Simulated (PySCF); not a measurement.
Al(Cl)(OH)(SeH) (AlClH2OSe), SMILES [OH][Al]([Cl])[SeH]. Atoms are numbered in the order given.

```xyz
6

Al     0.4340    -0.6304     0.0000
Cl    -0.9724    -2.1915     0.0000
O      2.1016    -0.9255     0.0000
H      2.5356    -1.7830     0.0000
Se    -0.2818     1.5481     0.0000
H      1.1196     2.0024     0.0000
```

Coordinates come from a r2SCAN-D4/def2-SVP optimisation. The structure was generated by enumeration; whether it is a known compound was not checked. One conformer was computed; it need not be the lowest.

Two levels are set side by side: PBE/pcSseg-1 (PySCF) and B3LYP/pcSseg-1 (PySCF). GIAO shifts against H2O (¹⁷O), HCl (³⁵Cl), Me2Se (⁷⁷Se), TMS (¹H) at the same level; non-relativistic, no solvent, atoms listed together averaged. Without spin–orbit terms, shifts of atoms bonded to Cl or Br come out too high at both levels. Differences are taken from unrounded values.

| quantity | B3LYP |
|---|---|
| δ(³⁵Cl) of Cl2 (ppm) | 13.0 |
| δ(¹⁷O) of O3 (ppm) | 56.7 |
| δ(¹H) of H4 (ppm) | 2.66 |
| δ(⁷⁷Se) of Se5 (ppm) | -605.0 |
| δ(¹H) of H6 (ppm) | 0.64 |

### Question
What does PBE give, and how far is it from B3LYP? (Estimate from the structure and the level; the computed values follow.)

### Answer

| quantity | PBE | PBE minus B3LYP |
|---|---|---|
| δ(³⁵Cl) of Cl2 (ppm) | 38.0 | 25.0 |
| δ(¹⁷O) of O3 (ppm) | 67.5 | 10.8 |
| δ(¹H) of H4 (ppm) | 2.73 | 0.07 |
| δ(⁷⁷Se) of Se5 (ppm) | -613.0 | -8.0 |
| δ(¹H) of H6 (ppm) | 0.74 | 0.10 |

Rough cost on one machine, each run with all the roots and properties that it gave: B3LYP against PBE within a factor of 2.
